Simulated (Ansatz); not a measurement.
HfSe2, relaxed as a triplet with UKS PBE-D4/def2-TZVP in Ansatz, starting from the PBE-D4/def2-TZVP geometry of the neutral singlet. Force threshold 0.02 eV/Å.

In the def2 sets Hf takes a core potential; there is no spin–orbit coupling. The relaxation made no stability test and no search for a lower SCF solution. At PBE-D4/def2-TZVP a singlet of charge 0 lies 0.69 eV below the triplet, each at its own geometry. The structure comes from a short search, and lower isomers may exist.

Start:

```xyz
3

Hf    0.560    0.598   -0.397
Se    0.444   -1.707   -0.901
Se   -1.004    1.109    1.297
```

| step | energy (eV) | largest force component (eV/Å) | SCF passes |
| --- | --- | --- | --- |
| 1 | -131987.7992 | 1.408 | 20 |
| 2 | -131987.8906 | 0.935 | 31 |
| 3 | -131987.9561 | 0.242 | 27 |
| 4 | -131987.9587 | 0.066 | 25 |
| 5 | -131987.9589 | 0.003 | 24 |

Force components are those of the run's own axes.

End:

Cartesian coordinates in Å:
```
Hf 0.694 0.740 -0.491
Se 0.296 -1.619 -0.730
Se -0.990 0.879 1.221
```

By distances, no bond broke or formed. The bond that changes most is Hf1–Se2, from 2.36 to 2.40 Å (atoms count from 1).

No frequencies were taken in this run, so the end may be a saddle point.

It took 3.8 s on 4 threads of AMD EPYC 9R45 on a shared host.
